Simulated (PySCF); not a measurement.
diarsenic (As2), singlet, at a GFN2-xTB geometry, with bond 2-1 at 1.5 times its length; PySCF with B3LYP/6-31G*.

PySCF was given this input:
```python
from pyscf import gto, scf, dft

mol = gto.Mole()
mol.atom = '''
    As   -0.000000   -0.000000   -1.046992
    As    0.000000    0.000000    2.093984
'''
mol.basis = '6-31g*'
mol.charge = 0
mol.spin = 0
mol.verbose = 4
mol.build()

mf = dft.RKS(mol)
mf.xc = 'b3lyp'
mf.kernel()
mo_i, mo_e, stable_i, stable_e = mf.stability(internal=True, external=True, return_status=True, nroots=6, tol=1e-6)
print('internally stable:', stable_i, ' externally stable:', stable_e)
if not stable_e:
    umf = mf.to_uhf() if not hasattr(mf, 'xc') else mf.to_uks()
    umf.scf_summary = {}
    umf.kernel(umf.make_rdm1(mo_e, umf.mo_occ))
mf.analyze()
```

What the program printed (banner, timings and long lists left out):

```
PySCF version 2.14.0

[INPUT] verbose = 4
[INPUT] num. atoms = 2
[INPUT] num. electrons = 66
[INPUT] charge = 0
[INPUT] spin (= nelec alpha-beta = 2S) = 0
[INPUT] symmetry False subgroup None
[INPUT] Mole.unit = angstrom
[INPUT] Symbol           X                Y                Z      unit          X                Y                Z       unit  Magmom
[...]
nuclear repulsion = 183.469718549865
number of shells = 24
number of NR pGTOs = 190
number of NR cGTOs = 64
basis = 6-31g*
ecp = {}

******** <class 'pyscf.dft.rks.RKS'> ********
method = RKS
initial guess = minao
damping factor = 0
level_shift factor = 0
DIIS = <class 'pyscf.scf.diis.CDIIS'>
diis_start_cycle = 1
diis_space = 8
diis_damp = 0
SCF conv_tol = 1e-09
SCF conv_tol_grad = None
SCF max_cycles = 50
direct_scf = True
direct_scf_tol = 1e-13
XC library pyscf.dft.libxc version 7.1.2
    S. Lehtola, C. Steigemann, M. J. T. Oliveira, and M. A. L. Marques,  SoftwareX 7, 1–5 (2018)
XC functionals = b3lyp
    P. J. Stephens, F. J. Devlin, C. F. Chabalowski, and M. J. Frisch,  J. Phys. Chem. 98, 11623 (1994)
radial grids:
    Treutler-Ahlrichs [JCP 102, 346 (1995); DOI:10.1063/1.469408] (M4) radial grids

becke partition: Becke, JCP 88, 2547 (1988); DOI:10.1063/1.454033
pruning grids: <function nwchem_prune>
grids dens level: 3
symmetrized grids: False
atomic radii adjust function: <function treutler_atomic_radii_adjust>
small_rho_cutoff = 0
Set gradient conv threshold to 3.16228e-05
Initial guess from minao.
tot grids = 40848
init E= -4469.47938565967
cycle= 1 E= -4471.10307834747  delta_E= -1.62  |g|= 0.256  |ddm|= 1.79
cycle= 2 E= -4471.10412148803  delta_E= -0.00104  |g|= 0.232  |ddm|= 0.202
cycle= 3 E= -4471.10804580496  delta_E= -0.00392  |g|= 0.00423  |ddm|= 0.0951
cycle= 4 E= -4471.10805052898  delta_E= -4.72e-06  |g|= 0.0018  |ddm|= 0.00887
cycle= 5 E= -4471.10805178969  delta_E= -1.26e-06  |g|= 0.000165  |ddm|= 0.00261
cycle= 6 E= -4471.10805179855  delta_E= -8.86e-09  |g|= 1.68e-05  |ddm|= 0.000356
cycle= 7 E= -4471.10805179863  delta_E= -7.64e-11  |g|= 5.97e-07  |ddm|= 3.54e-05
Extra cycle  E= -4471.10805179859  delta_E= 3.46e-11  |g|= 7.48e-06  |ddm|= 8.05e-06
converged SCF energy = -4471.10805179859
rhf_internal: lowest eigs of H = [0.11433993 0.12741861 0.12741949 0.23294611 0.23294616 0.32078659]
<class 'pyscf.dft.rks.RKS'> wavefunction is stable in the internal stability analysis
[...]
<class 'pyscf.dft.rks.RKS'> wavefunction has an real -> complex instability
<class 'pyscf.dft.rks.RKS'> wavefunction has an RHF/RKS -> UHF/UKS instability
internally stable: True  externally stable: False
[...]
radial grids:
    Treutler-Ahlrichs [JCP 102, 346 (1995); DOI:10.1063/1.469408] (M4) radial grids

becke partition: Becke, JCP 88, 2547 (1988); DOI:10.1063/1.454033
pruning grids: <function nwchem_prune>
grids dens level: 3
symmetrized grids: False
atomic radii adjust function: <function treutler_atomic_radii_adjust>
small_rho_cutoff = 0
Set gradient conv threshold to 3.16228e-05
init E= -4470.86880323152
cycle= 1 E= -4468.89658094624  delta_E= 1.97  |g|= 1.09  |ddm|= 2.59
cycle= 2 E= -4463.24151389283  delta_E= 5.66  |g|= 2.01  |ddm|= 8.61
cycle= 3 E= -4469.27993925964  delta_E= -6.04  |g|= 0.921  |ddm|= 7.42
cycle= 4 E= -4469.98168252147  delta_E= -0.702  |g|= 0.81  |ddm|= 2.72
cycle= 5 E= -4470.85596208803  delta_E= -0.874  |g|= 0.528  |ddm|= 0.862
cycle= 6 E= -4469.93935298591  delta_E= 0.917  |g|= 0.867  |ddm|= 0.851
cycle= 7 E= -4471.0831861143  delta_E= -1.14  |g|= 0.177  |ddm|= 1.53
cycle= 8 E= -4471.10079968117  delta_E= -0.0176  |g|= 0.0951  |ddm|= 0.277
cycle= 9 E= -4471.10364539124  delta_E= -0.00285  |g|= 0.0751  |ddm|= 0.176
cycle= 10 E= -4471.10679712664  delta_E= -0.00315  |g|= 0.042  |ddm|= 0.0375
cycle= 11 E= -4471.1079150362  delta_E= -0.00112  |g|= 0.0229  |ddm|= 0.0289
cycle= 12 E= -4471.10799655835  delta_E= -8.15e-05  |g|= 0.00956  |ddm|= 0.0538
cycle= 13 E= -4471.10802644116  delta_E= -2.99e-05  |g|= 0.0057  |ddm|= 0.018
cycle= 14 E= -4471.10804990998  delta_E= -2.35e-05  |g|= 0.00155  |ddm|= 0.0041
cycle= 15 E= -4471.10805179572  delta_E= -1.89e-06  |g|= 6.24e-05  |ddm|= 0.00151
cycle= 16 E= -4471.10805179859  delta_E= -2.87e-09  |g|= 6.03e-06  |ddm|= 6.68e-05
cycle= 17 E= -4471.10805179861  delta_E= -2.27e-11  |g|= 9.08e-07  |ddm|= 9.45e-06
Extra cycle  E= -4471.10805179855  delta_E= 6.55e-11  |g|= 9.51e-06  |ddm|= 1.1e-05
converged SCF energy = -4471.10805179855  <S^2> = 3.7027093e-10  2S+1 = 1
**** SCF Summaries ****
Total Energy =                       -4471.108051798593806
Nuclear Repulsion Energy =             183.469718549864808
One-electron Energy =                -6591.261025065989088
Two-electron Energy =                 1936.683254717530417
Two-electron Coulomb Energy =         2102.583031035307613
DFT Exchange-Correlation Energy =     -165.899776317777196
**** MO energy ****
[...]
 ** Mulliken pop on meta-lowdin orthogonal AOs  **
 ** Mulliken pop  **
 ** Mulliken atomic charges  **
charge of    0As =      0.00001
charge of    1As =     -0.00001
Dipole moment(X, Y, Z, Debye): -0.00000,  0.00000, -0.00016
```
